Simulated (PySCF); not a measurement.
# Computed records: AlBFH$_{2}$

Calculation on a computer-drawn molecule: vertical ionisation energy to the stated ion spin, frozen-core CCSD(T) at the basis limit and cheaper methods, single-reference cases, UHF for radicals, no spin-orbit; all values are single points at the evaluated structure, the first of each entry, which is the reference or a displaced copy of it and isn't optimised; the reference structure only sets the zero of the energies above reference; triples share is (T) over the correlation energy. Program: PySCF 2.14.0.

Common to all runs: charge 0; multiplicity 2; ion multiplicity 1; diffuse functions no; basis cc-pV(n+d)Z; reference is the Hartree-Fock double-zeta minimum; best is HF at quadruple zeta + MP2 correlation extrapolated from triple and quadruple zeta + CCSD(T) minus MP2 at triple zeta; basis step is the size of the change from the same recipe one zeta lower.

(1) AlBFH$_{2}$

Evaluated structure:
```xyz
5
AlBFH2
F     -1.4996     0.0310     1.7380
B     -1.3092    -0.4739     0.5145
Al     0.4224     0.0993    -0.6543
H     -2.0361    -1.2133     0.2119
H      0.3690     1.2679    -1.7346
```

Reference structure:
```xyz
5
AlBFH2
F     -1.4950     0.0340     1.7380
B     -1.3129    -0.4743     0.5123
Al     0.4227     0.0998    -0.6545
H     -2.1236    -1.3024     0.1741
H      0.3737     1.2699    -1.7343
```

* ionisation energy best: 7.514 eV
* ionisation energy basis step: 0.0423 eV
* energy above reference best: 4.727 kcal/mol
* energy above reference basis step: 0.05324 kcal/mol
* total energy HF triple zeta: -367.2425 hartree
* total energy CCSD(T) triple zeta: -367.6838 hartree
* total energy best: -367.7545 hartree
* T1 diagnostic at triple zeta: 0.02045
* D1 diagnostic at triple zeta: 0.07652
* spin squared at triple zeta: 0.7846
* ion T1 diagnostic at triple zeta: 0.01762
* ion D1 diagnostic at triple zeta: 0.04789
* triples share at triple zeta: 0.03052
* basis functions triple zeta: 127
* dipole magnitude HF at triple zeta: 1.051 debye
* dipole magnitude CCSD unrelaxed at triple zeta: 0.8727 debye
* dipole magnitude PBE at triple zeta: 0.8333 debye
* dipole magnitude r2SCAN at triple zeta: 0.9125 debye
* dipole magnitude B3LYP at triple zeta: 0.9327 debye
* dipole magnitude wB97X at triple zeta: 0.8168 debye

Drawn bonds:
| atom | other atom | order |
| --- | --- | --- |
| 1 | 2 | 1 |
| 2 | 3 | 1 |
| 2 | 4 | 1 |
| 3 | 5 | 1 |

Triple zeta:
| method | ionisation energy (eV) | energy above reference (kcal/mol) |
| --- | --- | --- |
| HF | 7.27 | 4.554 |
| PBE | 7.517 | 5.44 |
| r2SCAN | 7.67 | 4.972 |
| B3LYP | 7.579 | 4.612 |
| wB97X | 7.482 | 4.928 |
| MP2 | 7.384 | 4.656 |
| CCSD | 7.459 | 4.769 |
| CCSD(T) | 7.461 | 4.866 |

(2) AlBFH$_{2}$

Evaluated structure:
```xyz
5
AlBFH2
F     -1.4996     0.0310     1.7380
B     -1.3092    -0.4739     0.5145
Al     0.4224     0.0993    -0.6543
H     -2.1142    -1.2927     0.1794
H      0.3690     1.2679    -1.7346
```

Reference structure:
```xyz
5
AlBFH2
F     -1.4950     0.0340     1.7380
B     -1.3129    -0.4743     0.5123
Al     0.4227     0.0998    -0.6545
H     -2.1236    -1.3024     0.1741
H      0.3737     1.2699    -1.7343
```

* ionisation energy best: 7.544 eV
* ionisation energy basis step: 0.04179 eV
* energy above reference best: -0.009728 kcal/mol
* energy above reference basis step: 0.003829 kcal/mol
* total energy HF triple zeta: -367.2498 hartree
* total energy CCSD(T) triple zeta: -367.6915 hartree
* total energy best: -367.7620 hartree
* T1 diagnostic at triple zeta: 0.02039
* D1 diagnostic at triple zeta: 0.07582
* spin squared at triple zeta: 0.7837
* ion T1 diagnostic at triple zeta: 0.01773
* ion D1 diagnostic at triple zeta: 0.04773
* triples share at triple zeta: 0.03078
* basis functions triple zeta: 127
* dipole magnitude HF at triple zeta: 1.026 debye
* dipole magnitude CCSD unrelaxed at triple zeta: 0.8754 debye
* dipole magnitude PBE at triple zeta: 0.8671 debye
* dipole magnitude r2SCAN at triple zeta: 0.9448 debye
* dipole magnitude B3LYP at triple zeta: 0.9507 debye
* dipole magnitude wB97X at triple zeta: 0.8053 debye

Drawn bonds:
| atom | other atom | order |
| --- | --- | --- |
| 1 | 2 | 1 |
| 2 | 3 | 1 |
| 2 | 4 | 1 |
| 3 | 5 | 1 |

Triple zeta:
| method | ionisation energy (eV) | energy above reference (kcal/mol) |
| --- | --- | --- |
| HF | 7.308 | -0.06263 |
| PBE | 7.538 | 0.08582 |
| r2SCAN | 7.694 | 0.01798 |
| B3LYP | 7.604 | -0.007058 |
| wB97X | 7.512 | 0.008624 |
| MP2 | 7.417 | -0.02241 |
| CCSD | 7.49 | -0.01007 |
| CCSD(T) | 7.492 | 0.007581 |

(3) AlBFH$_{2}$

Evaluated structure:
```xyz
5
AlBFH2
F     -1.4996     0.0310     1.7380
B     -1.3092    -0.4739     0.5145
Al     0.4224     0.0993    -0.6543
H     -2.2044    -1.3844     0.1419
H      0.3690     1.2679    -1.7346
```

Reference structure:
```xyz
5
AlBFH2
F     -1.4950     0.0340     1.7380
B     -1.3129    -0.4743     0.5123
Al     0.4227     0.0998    -0.6545
H     -2.1236    -1.3024     0.1741
H      0.3737     1.2699    -1.7343
```

- ionisation energy best: 7.585 eV
- ionisation energy basis step: 0.04148 eV
- energy above reference best: 3.365 kcal/mol
- energy above reference basis step: 0.09399 kcal/mol
- total energy HF triple zeta: -367.2437 hartree
- total energy CCSD(T) triple zeta: -367.6863 hartree
- total energy best: -367.7567 hartree
- T1 diagnostic at triple zeta: 0.0204
- D1 diagnostic at triple zeta: 0.07492
- spin squared at triple zeta: 0.7827
- ion T1 diagnostic at triple zeta: 0.01799
- ion D1 diagnostic at triple zeta: 0.04774
- triples share at triple zeta: 0.03116
- basis functions triple zeta: 127
- dipole magnitude HF at triple zeta: 1.072 debye
- dipole magnitude CCSD unrelaxed at triple zeta: 0.9494 debye
- dipole magnitude PBE at triple zeta: 0.9689 debye
- dipole magnitude r2SCAN at triple zeta: 1.05 debye
- dipole magnitude B3LYP at triple zeta: 1.037 debye
- dipole magnitude wB97X at triple zeta: 0.8658 debye

Drawn bonds:
| atom | other atom | order |
| --- | --- | --- |
| 1 | 2 | 1 |
| 2 | 3 | 1 |
| 2 | 4 | 1 |
| 3 | 5 | 1 |

Triple zeta:
| method | ionisation energy (eV) | energy above reference (kcal/mol) |
| --- | --- | --- |
| HF | 7.361 | 3.79 |
| PBE | 7.568 | 2.663 |
| r2SCAN | 7.729 | 3.084 |
| B3LYP | 7.64 | 3.362 |
| wB97X | 7.556 | 3.294 |
| MP2 | 7.461 | 3.59 |
| CCSD | 7.534 | 3.39 |
| CCSD(T) | 7.534 | 3.284 |

(4) AlBFH$_{2}$

Evaluated structure:
```xyz
5
AlBFH2
F     -1.4996     0.0310     1.7380
B     -1.3092    -0.4739     0.5145
Al     0.4224     0.0993    -0.6543
H     -2.3134    -1.4953     0.0965
H      0.3690     1.2679    -1.7346
```

Reference structure:
```xyz
5
AlBFH2
F     -1.4950     0.0340     1.7380
B     -1.3129    -0.4743     0.5123
Al     0.4227     0.0998    -0.6545
H     -2.1236    -1.3024     0.1741
H      0.3737     1.2699    -1.7343
```

- T1 diagnostic at triple zeta: ?
- triples share at triple zeta: ?
- dipole magnitude r2SCAN at triple zeta: ?

Drawn bonds:
| atom | other atom | order |
| --- | --- | --- |
| 1 | 2 | 1 |
| 2 | 3 | 1 |
| 2 | 4 | 1 |
| 3 | 5 | 1 |

(5) AlBFH$_{2}$

Evaluated structure:
```xyz
5
AlBFH2
F     -1.4957     0.0363     1.7371
B     -1.3079    -0.4732     0.5185
Al     0.4228     0.0966    -0.6610
H     -2.1221    -1.3000     0.1717
H      0.3706     1.2735    -1.7330
```

Reference structure:
```xyz
5
AlBFH2
F     -1.4950     0.0340     1.7380
B     -1.3129    -0.4743     0.5123
Al     0.4227     0.0998    -0.6545
H     -2.1236    -1.3024     0.1741
H      0.3737     1.2699    -1.7343
```

- ion T1 diagnostic at triple zeta: ?

Drawn bonds:
| atom | other atom | order |
| --- | --- | --- |
| 1 | 2 | 1 |
| 2 | 3 | 1 |
| 2 | 4 | 1 |
| 3 | 5 | 1 |

Question: AlBFH$_{2}$ (entry 4): T1 diagnostic at triple zeta?
Answer: 0.02059

Question: What triples share at triple zeta does the calculation give for AlBFH$_{2}$ (entry 4)?
Answer: 0.03177

Question: Estimate the dipole magnitude r2SCAN at triple zeta of AlBFH$_{2}$ (entry 4).
Answer: 1.284 debye

Question: Give the table of triple zeta values for AlBFH$_{2}$ (entry 4).
Answer: 
Triple zeta:
| method | ionisation energy (eV) | energy above reference (kcal/mol) |
| --- | --- | --- |
| HF | 7.436 | 14.98 |
| PBE | 7.609 | 11.84 |
| r2SCAN | 7.777 | 12.86 |
| B3LYP | 7.69 | 13.42 |
| wB97X | 7.618 | 13.62 |
| MP2 | 7.521 | 14.28 |
| CCSD | 7.591 | 13.68 |
| CCSD(T) | 7.589 | 13.37 |

Question: Give the missing ion T1 diagnostic at triple zeta for AlBFH$_{2}$ (entry 5).
Answer: 0.0177

Question: Give the table of triple zeta values for AlBFH$_{2}$ (entry 5).
Answer: 
Triple zeta:
| method | ionisation energy (eV) | energy above reference (kcal/mol) |
| --- | --- | --- |
| HF | 7.298 | -0.07539 |
| PBE | 7.526 | 0.02295 |
| r2SCAN | 7.683 | -0.0009888 |
| B3LYP | 7.593 | 0.009492 |
| wB97X | 7.503 | 0.008679 |
| MP2 | 7.407 | 0.008338 |
| CCSD | 7.481 | -0.01203 |
| CCSD(T) | 7.482 | 4.377e-05 |

Further results for AlBFH$_{2}$ (entry 4):

* ionisation energy best: 7.639 eV
* ionisation energy basis step: 0.04192 eV
* energy above reference best: 13.55 kcal/mol
* energy above reference basis step: 0.174 kcal/mol
* total energy HF triple zeta: -367.2259 hartree
* total energy CCSD(T) triple zeta: -367.6702 hartree
* total energy best: -367.7404 hartree
* D1 diagnostic at triple zeta: 0.07377
* spin squared at triple zeta: 0.7814
* ion T1 diagnostic at triple zeta: 0.01861
* ion D1 diagnostic at triple zeta: 0.04835
* basis functions triple zeta: 127
* dipole magnitude HF at triple zeta: 1.274 debye
* dipole magnitude CCSD unrelaxed at triple zeta: 1.154 debye
* dipole magnitude PBE at triple zeta: 1.19 debye
* dipole magnitude B3LYP at triple zeta: 1.252 debye
* dipole magnitude wB97X at triple zeta: 1.077 debye

Further results for AlBFH$_{2}$ (entry 5):

- ionisation energy best: 7.534 eV
- ionisation energy basis step: 0.04166 eV
- energy above reference best: 0.00381 kcal/mol
- energy above reference basis step: 0.0225 kcal/mol
- total energy HF triple zeta: -367.2498 hartree
- total energy CCSD(T) triple zeta: -367.6915 hartree
- total energy best: -367.7620 hartree
- T1 diagnostic at triple zeta: 0.02037
- D1 diagnostic at triple zeta: 0.0756
- spin squared at triple zeta: 0.7837
- ion D1 diagnostic at triple zeta: 0.0474
- triples share at triple zeta: 0.0308
- basis functions triple zeta: 127
- dipole magnitude HF at triple zeta: 1 debye
- dipole magnitude CCSD unrelaxed at triple zeta: 0.8512 debye
- dipole magnitude PBE at triple zeta: 0.8442 debye
- dipole magnitude r2SCAN at triple zeta: 0.922 debye
- dipole magnitude B3LYP at triple zeta: 0.9267 debye
- dipole magnitude wB97X at triple zeta: 0.7799 debye
